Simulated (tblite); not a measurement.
C₄H₈PSi (doublet state).
Bonds: C1–C2, C2–C3, C3–C4 (triple), C4–Si5, Si5–P6. Hydrogens: H7, H8, H9 on C1; H10, H11 on C2; H12 on Si5; H13, H14 on P6.

The geometry is computed with GFN2-xTB (gas phase). This method treats the open shell by occupation alone, without spin polarisation.

Q: What internal coordinates does the optimisation give?

A: 
```json
{"bond": "C1–C2", "length (Å)": "1.530", "order": "single"}
{"bond": "C2–C3", "length (Å)": "1.448", "order": "single"}
{"bond": "C3≡C4", "length (Å)": "1.210", "order": "triple"}
{"bond": "C4–Si5", "length (Å)": "1.835", "order": "single"}
{"bond": "Si5–P6", "length (Å)": "2.233", "order": "single"}
{"bond": "C1–H7, C1–H8, C1–H9", "length (Å)": "1.088", "order": "single"}
{"bond": "C2–H10, C2–H11", "length (Å)": "1.095", "order": "single"}
{"bond": "Si5–H12", "length (Å)": "1.472", "order": "single"}
{"bond": "P6–H13, P6–H14", "length (Å)": "1.385", "order": "single"}
```

Bonds in one row agree within 0.01 Å and their mean is given. Orders are formal, as drawn. A selection of angles:
```json
{"angle": "C2–C1–H7", "degrees": "110.4"}
{"angle": "H7–C1–H8", "degrees": "108.8"}
{"angle": "H7–C1–H9", "degrees": "108.4"}
{"angle": "C1–C2–C3", "degrees": "111.3"}
{"angle": "C1–C2–H10", "degrees": "109.8"}
{"angle": "C3–C2–H10", "degrees": "108.8"}
{"angle": "H10–C2–H11", "degrees": "108.1"}
{"angle": "C2–C3–C4", "degrees": "176.5"}
{"angle": "C3–C4–Si5", "degrees": "172.8"}
{"angle": "C4–Si5–P6", "degrees": "111.0"}
{"angle": "C4–Si5–H12", "degrees": "108.7"}
{"angle": "P6–Si5–H12", "degrees": "109.9"}
{"angle": "Si5–P6–H13", "degrees": "95.7"}
{"angle": "H13–P6–H14", "degrees": "92.5"}
```

Si5 (silicon bonded to C, P and H) is pyramidal (angles 111.0°, 109.9° and 108.7°, sum 329.6°, 0.59 Å off the plane of its three neighbours). The 3 C–C bonds span 1.210 Å (C3≡C4, drawn triple) to 1.530 Å (C1–C2, drawn single), a spread of 0.320 Å. P6 (phosphorus bonded to Si and 2 H) is pyramidal (angles 95.7°, 95.2° and 92.5°, sum 283.5°, 0.83 Å off the plane of its three neighbours).

Point group: C1 (no symmetry element, even within 0.4 Å). Its lowest GFN2-xTB frequency is 9i cm⁻¹, too small to tell a flat minimum from a shallow saddle. Torsions: C4–Si5–P6–H -68° and -161°.

Time: 1.2 s wall. Hardware: one thread of an Arm Neoverse V1, no GPU, shared host with 32 logical CPUs at a one-minute load of 33. These figures are those of the optimisation.

One conformer stands for the species.
